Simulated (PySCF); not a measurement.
## Ionisation energy along the 13-electron series

Calculated with PySCF 2.14 and a two-component X2C-1e Hamiltonian (Gaussian nucleus, no Breit or QED terms), each ion in its own even-tempered basis scaled to its charge; GMP2 freezes 1s2 and drops the highest virtual spinors. Values in eV. NIST values: (m) measured, (s) semi-empirical, (t) theoretical.

| ion | configuration | GHF (spin-free) | GMP2 (spin-free) | GHF (screened spin-orbit) | GMP2 (screened spin-orbit) | NIST |
| --- | --- | --- | --- | --- | --- | --- |
| Zn(17+) | [Ne] 3s2 3p1 | 613.21 | 613.63 | 616.63 | 617.07 | 613.3 ± 2.4 (s) |
| Ge(19+) | [Ne] 3s2 3p1 | 743.63 | 744.06 | 748.36 | 748.81 | 744 ± 3 (s) |

Fill in the row of Ga(18+).

configuration: [Ne] 3s2 3p1; GHF (spin-free): 676.87; GMP2 (spin-free): 677.29; GHF (screened spin-orbit): 680.90; GMP2 (screened spin-orbit): 681.35; NIST: 677 ± 3 (s).
